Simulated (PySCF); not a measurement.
C₅H₉N, SMILES CC(/N=C/C)=C. Heavy atoms are numbered as in [CH2:1]=[C:2]([CH3:3])/[N:4]=[CH:5]/[CH3:6]. Hydrogens are named by the atom that carries them.

Geometry: B3LYP-D3(BJ)/def2-SVP. The structure was generated by enumeration; whether it is a known compound was not checked. The values are those of a single conformer.

These are PBE/def2-TZVP (PySCF) values and carry that method's errors.

ESP charges are fitted to the potential on shells at 1.4 to 2.0 van der Waals radii. Atomic charges (e), one atom of each kind:

| atom | Löwdin | ESP fit |
|---|---|---|
| C1 (CH2) | … | -0.73 |
| C2 | -0.31 | 0.60 |
| C3 (CH3) | -0.27 | -0.73 |
| N4 | 0.17 | -0.54 |
| C5 (CH) | … | 0.46 |
| C6 (CH3) | … | -0.50 |
| H on C1 | … | 0.22 |
| H on C3 | 0.13 | 0.19 |
| H on C5 | … | -0.03 |
| H on C6 | 0.13 | 0.14 |

**Question.** Some entries are withheld; supply them. (An estimate is asked for; the answer gives what the named calculation found.)

**Answer.** 
- C1 (CH2), Löwdin: -0.23
- C5 (CH), Löwdin: -0.24
- C6 (CH3), Löwdin: -0.30
- H on C1, Löwdin: 0.12
- H on C5, Löwdin: 0.12

Computed Mayer and Wiberg (Löwdin basis) orders of the bonds:
| bond | Mayer | Wiberg |
|---|---|---|
| C1–C2 | 1.82 | 1.99 |
| C2–C3 | 1.00 | 1.24 |
| C2–N4 | 1.07 | 1.38 |
| N4–C5 | 1.95 | 2.18 |
| C5–C6 | 1.00 | 1.34 |
